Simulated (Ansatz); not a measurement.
Gas-phase electronic energies from Ansatz, PBE0-D4/def2-TZVP geometries. CBS: MP2 limit from def2 TZ/QZ plus the TZ coupled-cluster correction, frozen cores. This one scheme is used for every species. Functionals use def2-TZVPP. Each species was taken in one conformer, which may not be the lowest.

`C=CS[Si](F)(F)F` + CH₃SH → `F[Si](F)(F)S` + `C=CSC`  (formal exchange of groups at the Si–S bond)

| level | ΔE (kJ/mol) |
| --- | --- |
| PBE-D4 | -16.4 |
| PBE0-D4 | -14.4 |
| PBE0 | -17.1 |
| HF/def2-TZVPP | -11.5 |
| SCS-MP2/def2-TZVPP | -12.8 |
| CCSD(T)/def2-TZVPP | -12.8 |
| SCS-MP2/def2-QZVPP | -12.7 |
| HF/CBS(def2) | -11.9 |

(1) What does CCSD(T)/CBS give? (An estimate is asked.)

Largest T1 diagnostic among the species: 0.012.

## Answers

(1) The calculation gave: -12.4 kJ/mol. The listed levels differ from it by -4.0, -2.0, -4.7, 0.9, -0.4, -0.4, -0.3, 0.5 kJ/mol.

The D4 term adds +4.8 kJ/mol with B3LYP and +2.7 kJ/mol with PBE0; it sums over pairs of atoms, weighted by their polarisabilities, and B3LYP, whose exchange is more repulsive, gets the larger term.

B3LYP here is the variant with VWN-RPA as its local correlation; programs differ in this.
